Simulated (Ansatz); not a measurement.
The same path of C2H7AlOSi (12 atoms, charge 0, multiplicity 1) was run twice with different band settings. The coordinate that changes most is the angle C2–O3–Al4.

Method: RKS CAM-B3LYP-D4/def2-SVP (Ansatz).

Relaxed end points:

```xyz
12
Properties=species:S:1:pos:R:3
C -2.359 1.524 0.686
C -1.315 0.737 0.445
O -0.327 1.051 -0.412
Al 1.138 0.406 -1.015
Si 1.856 -1.777 -0.177
H -3.127 1.210 1.393
H -2.462 2.489 0.184
H -1.211 -0.235 0.952
H 1.869 1.322 -2.065
H 2.034 -1.748 1.305
H 0.833 -2.822 -0.479
H 3.148 -2.212 -0.783
```

```xyz
12
Properties=species:S:1:pos:R:3
C -2.400 1.610 0.530
C -1.243 1.543 -0.124
O -0.401 0.497 -0.040
Al 1.106 -0.029 -0.653
Si 1.841 -2.206 0.153
H -3.038 2.487 0.420
H -2.724 0.796 1.182
H -0.915 2.362 -0.780
H 1.853 0.938 -1.659
H 2.059 -2.176 1.629
H 0.817 -3.253 -0.134
H 3.120 -2.626 -0.489
```

Common settings: movable images 5; spring 5.0 eV/Å²; start path IDPP; force threshold 0.03 eV/Å; iteration limit 60; end points relaxed.

| run | climbing image | optimiser |
| --- | --- | --- |
| 1 | yes | quadratic models (default) |
| 2 | from the first iteration | lbfgs |

Q: What does each run give, and how far can it be trusted?

A: Run 1: converged after 26 iterations, highest image 0.032 eV above the first end. A vibrational analysis at the climbing image gives one clearly imaginary mode, 46i cm⁻¹: a first-order saddle point.
Run 2: not converged after 60 iterations, highest image 0.090 eV above the first end. The band didn't meet its force threshold, so its energies are provisional: the largest band force was still 0.42 eV/Å, and over the last iterations the top stayed at 0.09 eV.
